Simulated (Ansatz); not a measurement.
BGeH5OSi can be A, `[GeH3][B]1O[SiH2]1`, or B, `[SiH3][B]1[O][GeH2]1`.

Gas-phase electronic energies from Ansatz, PBE0-D4/def2-TZVP geometries. CBS: MP2 limit from def2 TZ/QZ plus the TZ coupled-cluster correction, frozen cores. Functionals use def2-TZVPP. For Ge outer-core shells are correlated without core-valence functions, which leaves a few kJ/mol of doubt a bond. Scalar relativity is left out up to krypton.

(1) Which isomer does CCSD(T)/CBS put lower? Give the gap. (An estimate is asked.)

(2) Give E(B) − E(A) in kcal/mol with PBE-D4, CCSD/def2-TZVPP, r2SCAN-D4, PBE0-D4, HF/def2-TZVPP, CCSD(T)/def2-TZVPP, ωB97M-V. (Estimate.)

Largest T1 diagnostic: 0.016.

## Answers

(1) The calculation gave: A, by 3.6 kcal/mol.

(2) Computed: PBE-D4 1.5, CCSD/def2-TZVPP 5.0, r2SCAN-D4 2.9, PBE0-D4 3.9, HF/def2-TZVPP 6.2, CCSD(T)/def2-TZVPP 4.0, ωB97M-V 4.5. None reverses the order clearly.

From PBE to PBE0 (25 % exact exchange), in def2-TZVPP and without D4, E(B) − E(A) moves by +2.4 kcal/mol. In def2-TZVPP, CCSD(T) changes the Hartree–Fock value by −2.2 kcal/mol (the triples alone add −1.0 kcal/mol) and MP2 by −2.1 kcal/mol.
